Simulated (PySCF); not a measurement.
Zn(OH) (HOZn), SMILES [Zn+][OH], charge +1. Atoms are numbered in the order given.

```xyz
3

Zn    -0.0063     0.4193     0.0000
O      0.1170    -1.3477     0.0000
H     -0.7460    -1.7981     0.0000
```
Charge +1, spin multiplicity 1.

The structure is a stationary point at B3LYP-D3(BJ)/def2-TZVP. The spin state was assumed, not searched. The isomer is the one that the SMILES or the coordinates give; other isomers of the formula were not compared.

All values below come from PBE/def2-TZVPD (PySCF).

Symmetry labels are those of the subgroup Cs that the program uses (full group Cs).

Computed valence orbital energies around the gap with their symmetry:
```
orbital  symmetry  energy (eV)
-------  --------  -----------
HOMO−7         A'       -20.66
HOMO−6         A'       -20.20
HOMO−5         A"       -20.16
HOMO−4         A'       -20.11
HOMO−3         A"       -20.11
HOMO−2         A'       -17.48
HOMO−1         A'       -14.83
HOMO           A"       -13.54
LUMO           A'       -12.01
LUMO+1         A'        -7.27
LUMO+2         A"        -7.04
LUMO+3         A'        -5.33
```
